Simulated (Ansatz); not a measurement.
Ansatz (a program for electronic structure) input (MP2/6-31G*):

Ansatz 0.2 input:
```yaml
crystal:
  periodic: [false, false, false]
  atoms:
    - {symbol: C, position_ang: [-2.29522800, -0.84477800, 0.10040700]}
    - {symbol: Si, position_ang: [-1.01756400, 0.45249500, -0.28357800]}
    - {symbol: O, position_ang: [0.48113900, -0.18633900, -0.04064500]}
    - {symbol: Si, position_ang: [2.08400600, 0.07826700, 0.17341400]}
    - {symbol: H, position_ang: [-2.16635100, -1.71929100, -0.54011400]}
    - {symbol: H, position_ang: [-2.22176600, -1.16920700, 1.14004800]}
    - {symbol: H, position_ang: [-3.30110200, -0.44983000, -0.06206500]}
    - {symbol: H, position_ang: [-1.12439300, 0.89382900, -1.69507500]}
    - {symbol: H, position_ang: [-1.18654200, 1.63566200, 0.59604500]}
    - {symbol: H, position_ang: [2.70206200, -1.19906100, 0.62167100]}
    - {symbol: H, position_ang: [2.29015100, 1.13660000, 1.20450300]}
basis:
  gaussian:
    orbitals: 6-31G*
magnetization: {spin_polarized: true, initial_magnetization: 1}
correlation: {method: mp2, electrons: outside_noble_gas}
relax: {f_tol: 0.003, max_steps: 120}
```

From the output:

```
the calculation of the forces begins
mean field evaluation 128: about -18903.3262 eV, gradient 6.6e-6 eV
relax step  14: F+E_penalty+E_count = -18915.68095685 eV  Δ(F+E_penalty+E_count) = -5.488e-5 eV  max|allowed force component| = 1.343e-2 eV/Å  Δτ_max = 0.0176 Å  (33 SCF iters, accepted)
these checks for a lower state are left out or cut short: starts, cluster_reference, orbital_swaps, neighbouring_geometries, increment
integrals: 0.05 GiB planned
888 factors; integrals over basis functions are off by at most 5.6e-4 eV
mean field: 0.39 GiB planned
mean field -18903.32610286 eV, -694.6844211455 hartree, gradient 2.9e-6 eV, S^2 0.752643; 0 other end points of the search recorded, 0 dependent functions left out
12 core orbitals not correlated
reference -18903.32610286 eV, -694.6844211455 hartree; 13, 12 occupied and 57, 58 virtual orbitals, 888 factors
densities: 0.25 GiB planned
second order -12.35486729 eV of doubles, -0.00000000 eV of singles
the calculation of the forces begins
relax step  15: F+E_penalty+E_count = -18915.68097015 eV  Δ(F+E_penalty+E_count) = -1.330e-5 eV  max|allowed force component| = 5.493e-3 eV/Å  Δτ_max = 0.0034 Å  (29 SCF iters, accepted)
these checks for a lower state are left out or cut short: starts, cluster_reference, orbital_swaps, neighbouring_geometries, increment
integrals: 0.05 GiB planned
888 factors; integrals over basis functions are off by at most 5.6e-4 eV
mean field: 0.39 GiB planned
mean field -18903.32640097 eV, -694.6844321010 hartree, gradient 1.2e-6 eV, S^2 0.752642; 0 other end points of the search recorded, 0 dependent functions left out
12 core orbitals not correlated
reference -18903.32640097 eV, -694.6844321010 hartree; 13, 12 occupied and 57, 58 virtual orbitals, 888 factors
densities: 0.25 GiB planned
second order -12.35457393 eV of doubles, -0.00000000 eV of singles
the calculation of the forces begins
relax step  16: F+E_penalty+E_count = -18915.68097490 eV  Δ(F+E_penalty+E_count) = -4.757e-6 eV  max|allowed force component| = 1.388e-3 eV/Å  Δτ_max = 0.0015 Å  (30 SCF iters, accepted)
these checks for a lower state are left out or cut short: cluster_reference
integrals: 0.05 GiB planned
888 factors; integrals over basis functions are off by at most 5.6e-4 eV
mean field: 0.39 GiB planned
mean field evaluation 160: about -18903.3264 eV, gradient 1.2e-6 eV
mean field -18903.32640097 eV, -694.6844321010 hartree, gradient 1.2e-6 eV, S^2 0.752642; 1 other end points of the search recorded, 0 dependent functions left out
12 core orbitals not correlated
reference -18903.32640097 eV, -694.6844321010 hartree; 13, 12 occupied and 57, 58 virtual orbitals, 888 factors
densities: 0.25 GiB planned
second order -12.35457393 eV of doubles, -0.00000000 eV of singles
the calculation of the forces begins
Total energy: -18915.68097490 eV, -695.1384543187 hartree
Atom 0 at    -2.347585    -0.836902     0.087612 Å, force    -0.000174     0.000382    -0.000351 eV/Å
Atom 1 at    -1.007044     0.418639    -0.248477 Å, force     0.000389    -0.001388     0.000225 eV/Å
Atom 2 at     0.471091    -0.289700     0.073722 Å, force    -0.000861     0.001334     0.000017 eV/Å
Atom 3 at     2.085550     0.102055     0.164848 Å, force    -0.000650    -0.000666     0.000416 eV/Å
Atom 4 at    -2.220344    -1.722953    -0.539610 Å, force    -0.000231     0.000362     0.000119 eV/Å
Atom 5 at    -2.330492    -1.157662     1.132362 Å, force     0.000109    -0.000350    -0.000099 eV/Å
Atom 6 at    -3.335325    -0.413608    -0.120426 Å, force    -0.000173    -0.000293     0.000186 eV/Å
Atom 7 at    -1.047451     0.861940    -1.668188 Å, force     0.000540     0.000348     0.000104 eV/Å
Atom 8 at    -1.183351     1.616777     0.617650 Å, force    -0.000583    -0.000061    -0.000314 eV/Å
Atom 9 at     2.839188    -1.122812     0.538992 Å, force     0.000374     0.000394     0.000067 eV/Å
Atom 10 at     2.320176     1.172574     1.176126 Å, force     0.001259    -0.000062    -0.000370 eV/Å
Dipole moment:    -0.118703     0.016138    -0.007232 e Å
Checks for a lower state left out: cluster_reference
```

The geometry given is a B3LYP-D3(BJ)/def2-TZVP minimum.
